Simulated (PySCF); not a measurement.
These 2 structures share the formula C2H2BF2 (doublet state). Computed with PySCF 2.14.0, PBE0-D3(BJ)/def2-SVP geometry optimisation, gas phase. Energies are electronic, without zero-point or thermal terms, for one conformer each. No frequencies were run at this level. Point groups hold within 0.08 Å. The open-shell SCF solutions weren't tested for stability.

**Question.** Rank from lowest to highest electronic energy at this level (kcal/mol).
A. `C=[C]B(F)F` [radical]
B. `[H]/[C]=C/B(F)F` [radical]

**Answer.** A (0.0), B (7.8).

Both arise from one parent by loss of a hydrogen atom (C=[C]B(F)F: H removed from sp2 C; [H]/[C]=C/B(F)F: H removed from sp2 C), so the differences are those of the electronic X–H dissociation energies at this level.

```csv
SMILES,E (Eh),E rel (kcal/mol),dipole (D),point group,"A, B, C (MHz)",⟨S²⟩
C=[C]B(F)F,-301.44420,0.0,2.25,C2v,"10041, 3344, 2553",0.761
[H]/[C]=C/B(F)F,-301.43180,7.8,2.21,–,"9823, 3966, 2826",0.767
```

**Question.** How do the relative energies change in single points at B3LYP/IGLO-III on B C F, pcH-1 on H (no added dispersion term) on the same geometries?

**Answer.** 
```tsv
SMILES	PBE0-D3(BJ)/def2-SVP (kcal/mol)	B3LYP/IGLO-III on B C F, pcH-1 on H (kcal/mol)	shift
C=[C]B(F)F	0.0	0.0	0.0
[H]/[C]=C/B(F)F	7.8	8.6	+0.8
```

Each column counts from its own lowest isomer. The order is unchanged; the largest shift is 0.8 kcal/mol.

**Question.** As an exercise, what shares would exp(−E/RT) give at 1000 K from these electronic energies alone (no entropy, no degeneracies)?

**Answer.** RT = 1.987 kcal/mol: C=[C]B(F)F 98.0 %, [H]/[C]=C/B(F)F 2.0 %.
